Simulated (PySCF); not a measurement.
H2S, charge +1, doublet, geometry from GFN2-xTB (a state made from the parent by changing its charge; the spin is typed, not shown lowest); DF-SVWN5/aug-cc-pVTZ (PySCF).

Input for PySCF:
```python
from pyscf import gto, scf, dft
import numpy

mol = gto.M(
    atom='''
S    -0.00036152   -0.00213359    0.10390253
H    -0.03847239    1.00861520   -0.81100328
H     0.04425671   -0.97447779   -0.85143727
''',
    basis='aug-cc-pvtz',
    charge=1,
    spin=1,
    verbose=4,
    cart=True,
)
print('smallest overlap eigenvalue', numpy.linalg.eigvalsh(mol.intor('int1e_ovlp'))[0])

mf = dft.UKS(mol)
mf.xc = 'lda,vwn'
mf = mf.density_fit(auxbasis='def2-universal-jkfit')
mf.kernel()
mf.analyze()
```

The log (banner, timings and long lists left out):

```
PySCF version 2.14.0

[INPUT] verbose = 4
[INPUT] num. atoms = 3
[INPUT] num. electrons = 17
[INPUT] charge = 1
[INPUT] spin (= nelec alpha-beta = 2S) = 1
[INPUT] symmetry False subgroup None
[INPUT] Mole.unit = angstrom
[INPUT] Cartesian GTO integrals (6d 10f)
[INPUT] Symbol           X                Y                Z      unit          X                Y                Z       unit  Magmom
[...]
nuclear repulsion = 12.6825325522774
number of shells = 31
number of NR pGTOs = 138
number of NR cGTOs = 109
basis = aug-cc-pvtz
ecp = {}
smallest overlap eigenvalue 3.764299931249378e-05

******** <class 'pyscf.df.df_jk.DFUKS'> ********
method = DFUKS
initial guess = minao
damping factor = 0
level_shift factor = 0
DIIS = <class 'pyscf.scf.diis.CDIIS'>
diis_start_cycle = 1
diis_space = 8
diis_damp = 0
SCF conv_tol = 1e-09
SCF conv_tol_grad = None
SCF max_cycles = 50
direct_scf = False
number electrons alpha = 9  beta = 8
XC library pyscf.dft.libxc version 7.1.2
    S. Lehtola, C. Steigemann, M. J. T. Oliveira, and M. A. L. Marques,  SoftwareX 7, 1–5 (2018)
XC functionals = lda,vwn
    P. A. M. Dirac,  Math. Proc. Cambridge Philos. Soc. 26, 376 (1930)
    F. Bloch,  Z. Phys. 57, 545 (1929)
    S. H. Vosko, L. Wilk, and M. Nusair,  Can. J. Phys. 58, 1200 (1980)
radial grids:
    Treutler-Ahlrichs [JCP 102, 346 (1995); DOI:10.1063/1.469408] (M4) radial grids

becke partition: Becke, JCP 88, 2547 (1988); DOI:10.1063/1.454033
pruning grids: <function nwchem_prune>
grids dens level: 3
symmetrized grids: False
atomic radii adjust function: <function treutler_atomic_radii_adjust>
small_rho_cutoff = 0
Set gradient conv threshold to 3.16228e-05
tot grids = 38496
init E= -397.931970673986

cycle= 1 E= -397.614711011744  delta_E= 0.317  |g|= 0.158  |ddm|= 1.41
cycle= 2 E= -397.623796221773  delta_E= -0.00909  |g|= 0.125  |ddm|= 0.363
cycle= 3 E= -397.629936018647  delta_E= -0.00614  |g|= 0.0156  |ddm|= 0.139
cycle= 4 E= -397.630047256507  delta_E= -0.000111  |g|= 0.00923  |ddm|= 0.0222
cycle= 5 E= -397.63010914096  delta_E= -6.19e-05  |g|= 0.00093  |ddm|= 0.00928
cycle= 6 E= -397.630109657181  delta_E= -5.16e-07  |g|= 0.00018  |ddm|= 0.00111
cycle= 7 E= -397.630109681864  delta_E= -2.47e-08  |g|= 3.26e-05  |ddm|= 0.000269
cycle= 8 E= -397.630109682741  delta_E= -8.77e-10  |g|= 2.99e-06  |ddm|= 5.96e-05
Extra cycle  E= -397.63010968277  delta_E= -2.83e-11  |g|= 1.11e-06  |ddm|= 6.75e-06
converged SCF energy = -397.63010968277  <S^2> = 0.75231026  2S+1 = 2.0023089
**** SCF Summaries ****
Total Energy =                        -397.630109682769671
Nuclear Repulsion Energy =              12.682532552277376
One-electron Energy =                 -569.569303396355281
Two-electron Energy =                  159.256661161308216
Two-electron Coulomb Energy =          183.907436133715606
DFT Exchange-Correlation Energy =      -24.650774972407405
**** MO energy ****
                             alpha | beta                alpha | beta
[...]
To work with the spin densities directly, `use mulliken_meta_spin()` only printing them here.

 ** Mulliken spin pop alpha/beta on meta-lowdin orthogonal AOs **
 ** Mulliken Spin Density (per AO)  **
spin_pop of  0  S 1s       -0.00000
spin_pop of  0  S 2s       -0.00001
spin_pop of  0  S 3s        0.01288
spin_pop of  0  S 4s       -0.00017
spin_pop of  0  S 5s        0.00000
spin_pop of  0  S 6s       -0.00001
spin_pop of  0  S 2px       0.00015
spin_pop of  0  S 2py      -0.00000
spin_pop of  0  S 2pz      -0.00000
spin_pop of  0  S 3px       0.98719
spin_pop of  0  S 3py       0.02166
spin_pop of  0  S 3pz       0.00502
spin_pop of  0  S 4px       0.00332
spin_pop of  0  S 4py       0.00032
spin_pop of  0  S 4pz       0.00051
spin_pop of  0  S 5px       0.00011
spin_pop of  0  S 5py       0.00001
spin_pop of  0  S 5pz       0.00002
spin_pop of  0  S 6px       0.00007
spin_pop of  0  S 6py      -0.00001
spin_pop of  0  S 6pz      -0.00001
spin_pop of  0  S 3dxx      0.00025
spin_pop of  0  S 3dxy     -0.00000
spin_pop of  0  S 3dxz      0.00251
spin_pop of  0  S 3dyy     -0.00017
spin_pop of  0  S 3dyz      0.00044
spin_pop of  0  S 3dzz      0.00062
spin_pop of  0  S 4dxx      0.00014
spin_pop of  0  S 4dxy      0.00000
spin_pop of  0  S 4dxz      0.00024
spin_pop of  0  S 4dyy     -0.00021
spin_pop of  0  S 4dyz     -0.00008
spin_pop of  0  S 4dzz     -0.00017
spin_pop of  0  S 5dxx      0.00000
spin_pop of  0  S 5dxy     -0.00000
spin_pop of  0  S 5dxz      0.00004
spin_pop of  0  S 5dyy      0.00000
spin_pop of  0  S 5dyz      0.00000
spin_pop of  0  S 5dzz      0.00000
spin_pop of  0  S 4fxxx     0.00003
spin_pop of  0  S 4fxxy    -0.00010
spin_pop of  0  S 4fxxz    -0.00017
spin_pop of  0  S 4fxyy    -0.00000
spin_pop of  0  S 4fxyz    -0.00000
spin_pop of  0  S 4fxzz     0.00002
spin_pop of  0  S 4fyyy     0.00001
spin_pop of  0  S 4fyyz     0.00003
spin_pop of  0  S 4fyzz     0.00001
spin_pop of  0  S 4fzzz     0.00004
spin_pop of  0  S 5fxxx     0.00143
spin_pop of  0  S 5fxxy     0.00011
spin_pop of  0  S 5fxxz     0.00010
spin_pop of  0  S 5fxyy     0.00035
spin_pop of  0  S 5fxyz     0.00000
spin_pop of  0  S 5fxzz     0.00047
spin_pop of  0  S 5fyyy     0.00013
spin_pop of  0  S 5fyyz     0.00013
spin_pop of  0  S 5fyzz     0.00005
spin_pop of  0  S 5fzzz     0.00026
spin_pop of  1  H 1s       -0.01995
spin_pop of  1  H 2s       -0.00005
spin_pop of  1  H 3s        0.00004
spin_pop of  1  H 4s        0.00001
spin_pop of  1  H 2px       0.00037
spin_pop of  1  H 2py       0.00009
spin_pop of  1  H 2pz      -0.00009
spin_pop of  1  H 3px       0.00038
spin_pop of  1  H 3py      -0.00001
spin_pop of  1  H 3pz       0.00000
spin_pop of  1  H 4px       0.00026
spin_pop of  1  H 4py       0.00001
spin_pop of  1  H 4pz       0.00000
spin_pop of  1  H 3dxx     -0.00002
spin_pop of  1  H 3dxy      0.00010
spin_pop of  1  H 3dxz      0.00001
spin_pop of  1  H 3dyy      0.00002
spin_pop of  1  H 3dyz      0.00002
spin_pop of  1  H 3dzz      0.00000
spin_pop of  1  H 4dxx     -0.00010
spin_pop of  1  H 4dxy      0.00004
spin_pop of  1  H 4dxz      0.00002
spin_pop of  1  H 4dyy     -0.00000
spin_pop of  1  H 4dyz      0.00002
spin_pop of  1  H 4dzz      0.00003
spin_pop of  2  H 1s       -0.01995
spin_pop of  2  H 2s       -0.00005
spin_pop of  2  H 3s        0.00004
spin_pop of  2  H 4s        0.00001
spin_pop of  2  H 2px       0.00037
spin_pop of  2  H 2py       0.00009
spin_pop of  2  H 2pz      -0.00009
spin_pop of  2  H 3px       0.00038
spin_pop of  2  H 3py      -0.00001
spin_pop of  2  H 3pz      -0.00000
spin_pop of  2  H 4px       0.00026
spin_pop of  2  H 4py       0.00001
spin_pop of  2  H 4pz       0.00000
spin_pop of  2  H 3dxx     -0.00002
spin_pop of  2  H 3dxy      0.00010
spin_pop of  2  H 3dxz      0.00001
spin_pop of  2  H 3dyy      0.00002
spin_pop of  2  H 3dyz      0.00002
spin_pop of  2  H 3dzz      0.00000
spin_pop of  2  H 4dxx     -0.00010
spin_pop of  2  H 4dxy      0.00004
spin_pop of  2  H 4dxz      0.00001
spin_pop of  2  H 4dyy      0.00001
spin_pop of  2  H 4dyz      0.00002
spin_pop of  2  H 4dzz      0.00003
 ** Mulliken Spin Density (per atom)  **
spin density of  0 S =      1.03758
spin density of  1 H =     -0.01879
spin density of  2 H =     -0.01879
 ** Mulliken pop alpha/beta on meta-lowdin orthogonal AOs **
 ** Mulliken pop       alpha | beta **
In total             9.00000 | 8.00000
 ** Mulliken atomic charges   ( Nelec_alpha | Nelec_beta ) **
charge of  0S =      0.55004  (     8.24377      7.20619 )
charge of  1H =      0.22497  (     0.37812      0.39691 )
charge of  2H =      0.22499  (     0.37811      0.39690 )

WARN: System has nonzero charge 1; the dipole moment is origin-dependent.
Location of origin: [0. 0. 0.]

Dipole moment(X, Y, Z, Debye):  0.00512,  0.03022, -1.47184
```
